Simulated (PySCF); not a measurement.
Computed shifts of a molecule C₃H₉BO, PySCF with KT2/pcSseg-1, GIAO, gas phase, atoms alike by connectivity averaged where their shifts nearly agree, in ppm (number of nuclei): ¹H: 5.66 (1), 3.99 (3), 1.41 (3), 1.00 (2). ¹³C: 56.6 (1), 16.2 (1), 13.3 (1). References: ¹¹B against BF3 (σ = 89.8 ppm); ¹H against TMS (σ = 31.47 ppm); ¹³C against TMS (σ = 185.1 ppm); ¹⁷O against H2O (σ = 330.4 ppm), references at their B3LYP-D3(BJ)/def2-TZVP geometries, non-relativistic. The structure is a stationary point at r2SCAN-D4/def2-SVP. The values are those of a single conformer.

**Question.** Identify the compound among the candidates.
A) CCB(C)O
B) CC(C)BO
C) COB(C)C
D) CCBOC

**Answer.** D, CCBOC
